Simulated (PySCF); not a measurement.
Si(Cl)(NCO)(OH)2 (CH2ClNO3Si), SMILES O=C=N[Si](O)(O)Cl. Atoms are numbered in the order given.

```xyz
9

O      2.7746    -1.3432    -1.5286
C      1.7753    -0.8087    -1.2018
N      0.7332    -0.2560    -0.9171
Si    -0.5263     0.4464     0.0264
O     -1.9368     0.4031    -0.8424
O     -0.2205     2.0184     0.4274
Cl    -0.6289    -0.6169     1.7864
H     -2.0996    -0.4120    -1.3481
H     -0.5635     2.6683    -0.2113
```
Charge 0, spin multiplicity 1.

The structure is a stationary point at PBE-D3(BJ)/def2-SVP. The structure was generated by enumeration, and PubChem lists no compound with its InChIKey, so it may never have been made. The values are those of a single conformer.

Two levels are set side by side: PBE/pcSseg-1 (PySCF) and PBE0/pcSseg-1 (PySCF). GIAO shifts against H2O (¹⁷O), HCl (³⁵Cl), NH3 (¹⁵N), TMS (²⁹Si), TMS (¹H), TMS (¹³C) at the same level; non-relativistic, no solvent, atoms listed together averaged. Without spin–orbit terms, shifts of atoms bonded to Cl or Br come out too high at both levels. Differences are taken from unrounded values.

```
quantity                PBE
--------------------  -----
δ(¹⁷O) of O1 (ppm)    162.7
δ(¹³C) of C2 (ppm)    124.9
δ(¹⁵N) of N3 (ppm)     68.8
δ(²⁹Si) of Si4 (ppm)  -61.0
δ(³⁵Cl) of Cl7 (ppm)  100.3
```

**Question.** These are the PBE values. What does PBE0 give? (Estimate from the structure and the level; the computed values follow.)

**Answer.** 
```json
[
 {"quantity": "δ(¹⁷O) of O1 (ppm)", "PBE0": "158.6", "PBE minus PBE0": "4.1"},
 {"quantity": "δ(¹³C) of C2 (ppm)", "PBE0": "130.8", "PBE minus PBE0": "-5.9"},
 {"quantity": "δ(¹⁵N) of N3 (ppm)", "PBE0": "63.5", "PBE minus PBE0": "5.3"},
 {"quantity": "δ(²⁹Si) of Si4 (ppm)", "PBE0": "-59.3", "PBE minus PBE0": "-1.7"},
 {"quantity": "δ(³⁵Cl) of Cl7 (ppm)", "PBE0": "80.9", "PBE minus PBE0": "19.4"}
]
```

Rough cost on one machine, each run with all the roots and properties that it gave: PBE0 against PBE within a factor of 2.
